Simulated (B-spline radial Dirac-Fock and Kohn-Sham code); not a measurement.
**Relative photoemission cross sections at 4000 eV: 3d3/2, 3d5/2, Sc to Sm**

Calculated with a radial B-spline solver, using Dirac-Hartree-Slater photoionisation with all multipoles and Dirac-Fock thresholds. Cross sections are relative to C 1s, computed as 0.7121 kb at this energy; β is from the dipole term. Free atoms in their tabulated ground configurations, whose changes along a row show as steps; without correlation, outer binding energies come out low.

```csv
Z,element,σ 3d3/2,σ 3d5/2,β 3d5/2,binding 3d5/2 (eV)
21,Sc,0.000556,0.000813,0.38,7.26
22,Ti,0.00188,0.00275,0.42,8.32
23,V,0.00452,0.00660,0.43,9.27
25,Mn,0.0168,0.0244,0.49,10.97
26,Fe,0.0285,0.0413,0.52,11.75
27,Co,0.0461,0.0668,0.55,12.49
28,Ni,0.0714,0.103,0.58,13.20
30,Zn,0.156,0.224,0.63,14.57
31,Ga,0.217,0.312,0.65,24.82
32,Ge,0.294,0.423,0.68,36.16
36,Kr,0.825,1.18,0.77,92.18
38,Sr,1.28,1.83,0.82,141.3
40,Zr,1.90,2.71,0.86,188.5
43,Tc,3.23,4.59,0.92,265.2
46,Pd,5.13,7.28,0.98,339.9
48,Cd,6.81,9.63,1.02,411.4
49,In,7.78,11.0,1.03,451.5
50,Sn,8.85,12.5,1.05,493.2
54,Xe,14.3,20.1,1.11,676.5
56,Ba,17.8,24.9,1.14,789.6
57,La,19.7,27.6,1.15,846.3
58,Ce,21.9,30.6,1.16,894.1
59,Pr,24.2,33.8,1.17,933.5
60,Nd,26.7,37.2,1.18,982.9
61,Pm,29.3,40.9,1.19,1033.1
62,Sm,32.1,44.8,1.20,1084.2
```
